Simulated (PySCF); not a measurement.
Zn(SH) (HSZn), SMILES [SH][Zn+], charge +1.

Geometry optimised at B3LYP-D3(BJ)/def2-TZVP. The spin state was assumed, not searched. The isomer is the one that the SMILES or the coordinates give; other isomers of the formula were not compared.

Level of theory: TDA-PBE/def2-TZVPD run with PySCF.

Vertical excitations. The molecule is in vacuum. State labels are in the subgroup Cs.

Computed excitation energies, oscillator strengths and character:
```csv
state,symmetry,energy (eV),λ (nm),f,main pairs
S1,A",1.26,981,0.002,HOMO→LUMO 100 %
S2,A',4.45,279,0.080,"HOMO−1→LUMO 57 %, HOMO−2→LUMO 26 %, HOMO→LUMO+2 15 %"
S3,A",4.87,255,0.000,HOMO→LUMO+1 100 %
S4,A',5.15,241,0.024,"HOMO−2→LUMO 61 %, HOMO→LUMO+2 34 %"
S5,A',6.65,186,0.536,"HOMO→LUMO+2 40 %, HOMO−1→LUMO 23 %, HOMO−2→LUMO 11 %, HOMO−1→LUMO+1 10 %"
S6,A",6.86,181,0.013,HOMO→LUMO+3 99 %
S7,A",7.74,160,0.007,HOMO→LUMO+4 88 %
S8,A',7.85,158,0.225,HOMO−1→LUMO+1 80 %
S9,A",8.12,153,0.119,HOMO−1→LUMO+2 74 %
S10,A',8.41,147,0.001,HOMO−3→LUMO 98 %
T1,A",0.81,1538,0,HOMO→LUMO 100 %
T2,A',2.79,444,0,HOMO−1→LUMO 99 %
T3,A',4.48,277,0,HOMO−2→LUMO 99 %
T4,A",4.73,262,0,HOMO→LUMO+1 100 %
```
Triplets are in the Tamm–Dancoff approximation.
